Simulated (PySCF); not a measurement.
Isomers of C7H12Si, from PBE0-D3(BJ)/def2-SVP geometry optimisation, gas phase in PySCF. One conformer each, no zero-point energy, no frequencies.

**Question.** Which isomer lies lowest at this level?
A. `[CH3:1][CH2:2][CH2:3][C:4]1=[CH:5][SiH2:6][CH:7]=[CH:8]1` with C1–C2–C3–C4 179°, C2–C3–C4–C5 107°: A = 4743, B = 808.2, C = 738.9 MHz, dipole 1.15 D
B. `[CH3:1][CH:2]([CH3:3])[C:4]1=[CH:5][SiH2:6][CH:7]=[CH:8]1` with C1–C2–C4–C5 118°: A = 3577, B = 1016, C = 965.4 MHz, dipole 1.13 D
C. `[SiH3:1][CH2:2][C@@H:3]1[CH:4]=[CH:5][C@@H:6]2[CH2:7][C@H:8]12` with Si1–C2–C3–C4 177°: A = 3661, B = 1106, C = 939.6 MHz, dipole 0.67 D
D. `[CH2:1]=[CH:2][CH2:3][SiH:4]1[CH2:5][CH:6]=[CH:7][CH2:8]1` with C1–C2–C3–Si4 102°, C2–C3–Si4–C5 -68°, C3–Si4–C5–C6 -103°, Si4–C5–C6–C7 -10°, C6–C7–C8–Si4 10°, C3–Si4–C8–C7 102°: A = 3291, B = 1067, C = 929.1 MHz, dipole 0.40 D

**Answer.** D. That is `C1C[SiH](CC=C)CC=1`, 3.1 kcal/mol below the next.

```
                           SMILES                                                   mapped SMILES      E (Eh)  relative (kcal/mol)  relative (kJ/mol)  dipole (D)
                 C=CC[SiH]1CC=CC1       [CH2:1]=[CH:2][CH2:3][SiH:4]1[CH2:5][CH:6]=[CH:7][CH2:8]1  -562.70829                  0.0                0.0        0.40
              CC(C)C1=C[SiH2]C=C1       [CH3:1][CH:2]([CH3:3])[C:4]1=[CH:5][SiH2:6][CH:7]=[CH:8]1  -562.70328                  3.1               13.1        1.13
                CCCC1=C[SiH2]C=C1        [CH3:1][CH2:2][CH2:3][C:4]1=[CH:5][SiH2:6][CH:7]=[CH:8]1  -562.70290                  3.4               14.2        1.15
[SiH3]C[C@@H]1C=C[C@@H]2C[C@@H]21  [SiH3:1][CH2:2][C@@H:3]1[CH:4]=[CH:5][C@@H:6]2[CH2:7][C@H:8]12  -562.68568                 14.2               59.4        0.67
```

As drawn, the highest has a three-membered ring, which the lowest lacks.
